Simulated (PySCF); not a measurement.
## Ionising SrSe

RHF-MP2; PySCF, scalar-relativistic core potentials, basis sets Sr def2-SVP with ECP28, Se def2-SVP. Neutral (RHF): singlet (closed shell), Re = 2.628 Å, ωe = 262 cm⁻¹, De = 2.56 eV.

SrSe⁺ (UHF): doublet (π ↑), Re = 2.787 Å, ωe = 232 cm⁻¹, De = 1.99 eV to Sr⁺ + Se. The energies at the minima are -2430.23086 hartree for SrSe and -2430.01105 for SrSe⁺.

Work out the adiabatic ionisation energy, without and with harmonic zero-point energies (1 hartree = 27.2114 eV, 1 eV = 8065.5 cm⁻¹), and the change of the bond length.

At MP2: 0.21981 hartree = 5.981 eV between the minima; the zero-point term (232.0 − 262.0)/2 cm⁻¹ = -0.002 eV makes it 5.979 eV. Re changes by +15.9 pm against the neutral. The electron leaves a π orbital, and the longer bond of the ion fits a bonding orbital, or a change in how ionic the bond is.

Correlated steps freeze 9 core orbitals. Correlated levels converge slowly with the basis: in double zeta they bind strong bonds too weakly, by up to about 1 eV, and carry superposition errors of some tenths. Spin–orbit coupling is left out. For an ion De counts to the pair picked by the measured ionisation energies or electron affinities, which need not be the lowest pair at this level. Where the molecule has an RHF reference, its open-shell atoms are computed with UHF. States were picked by a PBE0 search and need not be the measured ground states.

Neutral and ion stand on different kinds of reference determinant, which adds to the error of the difference.
